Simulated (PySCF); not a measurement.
Species: C3H6ClNSi.
Numbering: `[CH2:1]=[CH:2][Si@@H:3]([Cl:4])[N:5]=[CH2:6]` (hydrogens: H7, H8 on C1; H9 on C2; H10 on Si3; H11, H12 on C6)

Torsions of this conformer, `[CH2:1]=[CH:2][Si@@H:3]([Cl:4])[N:5]=[CH2:6]`: C1–C2–Si3–Cl4 -128°, C2–Si3–N5–C6 -124°.

The closed-shell ground state was solved at several levels (PySCF, density fitting, gas phase, non-relativistic). The structure is a single PBE0-D3(BJ)/def2-SVP conformer in the gas phase; no vibrational or solvent corrections.

| level | basis functions | HOMO (eV) | LUMO (eV) | gap (eV) | dipole (D) |
| --- | --- | --- | --- | --- | --- |
| LDA/pcSseg-1 | 146 | -6.18 | -2.56 | 3.62 | 1.32 |
| BP86/pcSseg-1 | 146 | -6.19 | -2.40 | 3.79 | 1.35 |
| B97-D/pcSseg-1 | 146 | -6.08 | -2.19 | 3.89 | 1.35 |
| BLYP/pcSseg-1 | 146 | -5.94 | -2.14 | 3.80 | 1.28 |
| OPBE/pcSseg-1 | 146 | -6.06 | -2.22 | 3.84 | 1.38 |
| B3LYP/pcSseg-1 | 146 | -7.23 | -1.41 | 5.82 | 1.35 |
| HF/pcSseg-1 | 146 | -10.52 | 2.97 | 13.49 | 1.60 |
| KT3/pcSseg-1 | 146 | -6.21 | -2.21 | 4.00 | 1.34 |
| KT2/pcSseg-1 | 146 | -6.21 | -2.24 | 3.97 | 1.36 |

Problem. Estimate the row for PBE/pcSseg-1, a basis of 146 functions; the other rows only guide the guess.

Solution. HOMO -6.07 eV, LUMO -2.31 eV, gap 3.76 eV, dipole 1.32 D.

Problem. Over all these levels, which gives the widest orbital gap and which the narrowest?

Solution. HF/pcSseg-1 (Hartree–Fock, all exact exchange) has the widest, 13.49 eV, and LDA/pcSseg-1 (LDA) the narrowest, 3.62 eV. From the narrowest to the widest the HOMO moves by -4.34 eV and the LUMO by +5.53 eV.

Problem. In the pcSseg-1 basis, how does the gap go with the fixed share of exact exchange?

Solution. LDA (0 %) 3.62 eV; PBE (0 %) 3.76 eV; BP86 (0 %) 3.79 eV; BLYP (0 %) 3.80 eV; OPBE (0 %) 3.84 eV; B97-D (0 %) 3.89 eV; KT2 (0 %) 3.97 eV; KT3 (0 %) 4.00 eV; B3LYP (20 %) 5.82 eV; HF (100 %) 13.49 eV. Each rise in the share widens the gap here.

Problem. How far do the dipole and the HOMO energy spread over the levels?

Solution. The dipole runs from 1.28 to 1.60 D (mean 1.36 D) and the HOMO from -10.52 to -5.94 eV.
